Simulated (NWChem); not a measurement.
Molecule: BNH₂Br₂; SMILES B(Br)(N)Br

```xyz
6

B      0.0000     0.0000    -0.6418
Br     1.6774     0.0000     0.3233
Br    -1.6774     0.0000     0.3233
N      0.0000     0.0000    -2.0368
H     -0.8618     0.0000    -2.5833
H      0.8618     0.0000    -2.5833
```
Atoms are numbered in this order, from 1.

Computed with NWChem. Pople sets run with spherical d functions. Coordinates come from a PBE-D3(BJ)/def2-SVP optimisation. Vertical excitations in the gas phase; the lowest state need not have the same character in each row.

```tsv
level	lowest excitation, singlet (eV)	oscillator strength of that lowest state	lowest state with f > 0.02, singlet (eV)	orbital gap (eV)
PBE/6-31G*, full TDDFT	(withheld)	0.000	(withheld)	(withheld)
B3LYP/6-31G*, full TDDFT	6.34	0.000	6.98	7.55
CAM-B3LYP/6-31G*, full TDDFT	6.76	0.000	7.39	10.51
PBE0/6-31G*, full TDDFT	6.46	0.000	7.11	7.99
```

Problem. Complete the blanks.

Solution. 
- PBE/6-31G*, full TDDFT, lowest excitation, singlet (eV): 5.80
- PBE/6-31G*, full TDDFT, lowest state with f > 0.02, singlet (eV): 6.48
- PBE/6-31G*, full TDDFT, orbital gap (eV): 5.75
